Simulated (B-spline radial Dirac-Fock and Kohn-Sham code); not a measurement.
## What relativity does to the binding energies of Pb⁵⁺

System: the Pb⁵⁺ ion, 1s2 2s2 2p6 3s2 3p6 3d10 4s2 4p6 4d10 4f14 5s2 5p6 5d9.

Both columns are ΔSCF binding energies of the configuration average from an atomic code on a B-spline grid: non-relativistic Hartree-Fock with a point nucleus, and Dirac-Fock with a finite nucleus and the Coulomb interaction alone, averaged over the two j levels with weights 2j+1.

```tsv
shell	Hartree-Fock (eV)	Dirac-Fock (eV)	shift (eV)	shift (%)
1s	79581.2	88564.5	+8983.31	+11.29
2s	13576.2	16002.2	+2426.05	+17.87
2p	13052.3	13874.2	+821.92	+6.30
3s	3330.2	3941.6	+611.36	+18.36
3p	3081.3	3313.6	+232.31	+7.54
4s	815.4	972.6	+157.15	+19.27
4p	705.2	761.7	+56.57	+8.02
4f	226.7	208.2	-18.48	-8.15
5s	191.6	223.1	+31.54	+16.46
5p	152.2	161.6	+9.34	+6.13
5d	87.20	85.22	-1.98	-2.27
```

Relativity binds 1s, 2s, 2p, 3s, 3p, 4s, 4p, 5s, 5p more strongly, among those listed most of all 4s in relative terms, and 4f, 5d more weakly, because the contracted s and p shells screen the nucleus better.

Values without a named source are computed, but for edge energies of neutral atoms, which are taken from tables.
